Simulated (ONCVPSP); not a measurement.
Configuration tests for antimony (Sb) (ONCV)

```
Element                 : antimony (Sb)
Generator               : ONCVPSP 4.0.1
Type                    : optimised norm-conserving Vanderbilt (ONCV)
Functional              : PBE
Relativity              : scalar-relativistic
Frozen core             : [Kr]
Valence charge          : 15
Reference configuration : 4d10 5s1.5 5p3.5
Partial waves           : 5s: rc 1.85 bohr, ncon 4, nbas 8, qcut 3.4 1/bohr, 2 projectors, debl 1.3 Ha; 5p: rc 2.10 bohr, ncon 4, nbas 8, qcut 4.5 1/bohr, 2 projectors, debl 1 Ha; 4d: rc 1.35 bohr, ncon 4, nbas 8, qcut 10.7 1/bohr, 2 projectors, debl 1.9 Ha
Local potential         : polynomial inside 0.95 bohr (lpopt 5, dvloc0 0 Ha)
Core correction         : Teter function fitted to the true core (icmod 2), fcfact 0.55
```

Energies are relative to the spin-unpolarised reference configuration 4d10 5s1.5 5p3.5; without spin polarisation the order of configurations can differ from experiment.

```tsv
valence configuration	charge	ΔE all-electron (eV)	error AE − PS (meV)
4d10 5s2 5p3	0	-4.029	-0.2
4d10 5s2 5p2	+1	4.288	-3.3
```

What are ΔE and the potential's error for 4d10 5s2 5p1?

ΔE = 20.257 eV all-electron; the error (AE − PS) is -8.7 meV.

What are ΔE and the potential's error for 4d10 5s2 5p0?

ΔE = 44.670 eV all-electron; the error (AE − PS) is -11 meV.

Levels in the configuration 4d10 5s2 5p3:

```tsv
level	all-electron (eV)	pseudo (eV)
4d	-33.508	-33.497
5s	-12.831	-12.829
5p	-4.828	-4.829
```

Note: ghosts flagged at negative energy: s at -264.2 eV, p at -74.0 eV; GHOST(+) flagged for s at 107.4 eV. A true bound ghost makes a file unfit for plane-wave use.
